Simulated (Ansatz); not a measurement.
Reactions of `[F][Ti]([O][SiH3])([O][SiH3])[O][SiH3]`.

Program: Ansatz. Geometries: PBE0-D4/def2-TZVP. ΔE: electronic, gas phase. CCSD(T)/CBS is the MP2 limit (def2-TZVPP, def2-QZVPP) plus CCSD(T) − MP2 in def2-TZVPP, frozen cores. This one scheme is used for every species. For Ti outer-core shells are correlated without core-valence functions, which leaves a few kJ/mol of doubt a bond. Scalar relativity is left out up to krypton. Each species was taken in one conformer, which may not be the lowest.

Order these by ΔE at CCSD(T)/CBS, lowest first. (Best estimate.)
A. `[F][Ti]([O][SiH3])([O][SiH3])[O][SiH3]` + `[SiH3]O[SiH](Cl)Cl` → `[SiH3][O][Ti]([Cl])([O][SiH3])[O][SiH3]` + `F[SiH](Cl)O[SiH3]`
B. `[F][Ti]([O][SiH3])([O][SiH3])[O][SiH3]` + `[NH2][Al]([O][SiH3])[O][SiH3]` → `[SiH3][O][Ti]([O][SiH3])([O][SiH3])[O][SiH3]` + `[NH2][Al]([F])[O][SiH3]`
C. `[F][Ti]([O][SiH3])([O][SiH3])[O][SiH3]` + HCl → `[SiH3][O][Ti]([Cl])([O][SiH3])[O][SiH3]` + H–F

A (-42.3 kJ/mol), B (-12.2 kJ/mol), C (+5.8 kJ/mol).

Largest T1 diagnostic: 0.021, for `[SiH3][O][Ti]([Cl])([O][SiH3])[O][SiH3]`.
